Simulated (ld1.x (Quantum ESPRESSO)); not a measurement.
# Which change was made? (Ti, TM)

Ti, norm-conserving Troullier–Martins (Kleinman–Bylander form), made with ld1.x (Quantum ESPRESSO) 7.5 (PBE, scalar-relativistic). Core [Ar], reference 3d2 4s2 4p0. Waves: 4p (bound, empty): rc 2.90 bohr; 3d (bound): rc 2.55 bohr; 4s (bound): rc 2.25 bohr. Local part: the s channel. Core correction: none.

Cutoffs, loose and tight: the cutoffs (Ry, on a coarse ladder) from which the occupation-weighted sum of valence levels, in a spherical-Bessel basis at the reference potential, stays within 10 and 1 mRy of its value at 400 Ry. They do not see the model core or the augmentation charge, which bear on the density cutoff. Test errors are all-electron minus pseudo excitation energies from the reference, over the configurations 3d2 4s1 4p0; 3d2 4s0 4p0; 3d1 4s0 4p0; 3d1 4s2 4p0; 3d1 4s2 4p1; 3d2 4s1.5 4p0; 3d2.5 4s1.5 4p0; variants that change the core or the reference have their own tests.

The base gives: outcome: generated; cutoff, loose: 35 Ry; cutoff, tight: 45 Ry; bound ghosts: none; largest test error (meV): +489.

After one change the result is: outcome: generated; cutoff, loose: 35 Ry; cutoff, tight: 45 Ry; bound ghosts: none; largest test error (meV): -312. Which change was it?
A. core correction a·sin(br)/r model core inside 1.32 bohr
B. wave 3d (bound): rc 2.55 bohr becomes 3d (bound): rc 3.38 bohr
C. core [Ne] 3s2, valence charge 10; reference 3p6 3d2 4s1 4p0; waves now 3p (bound): rc 1.55 bohr; 3d (bound): rc 2.05 bohr; 4s (bound): rc 2.65 bohr

A. The others give: core [Ne] 3s2, valence charge 10; reference 3p6 3d2 4s1 4p0; waves now 3p (bound): rc 1.55 bohr; 3d (bound): rc 2.05 bohr; 4s (bound): rc 2.65 bohr → outcome: generated; cutoff, loose: 50 Ry; cutoff, tight: 80 Ry; bound ghosts: none; largest test error (meV): -909 | wave 3d (bound): rc 2.55 bohr becomes 3d (bound): rc 3.38 bohr → outcome: generated; cutoff, loose: 25 Ry; cutoff, tight: 30 Ry; bound ghosts: none; largest test error (meV): +860.
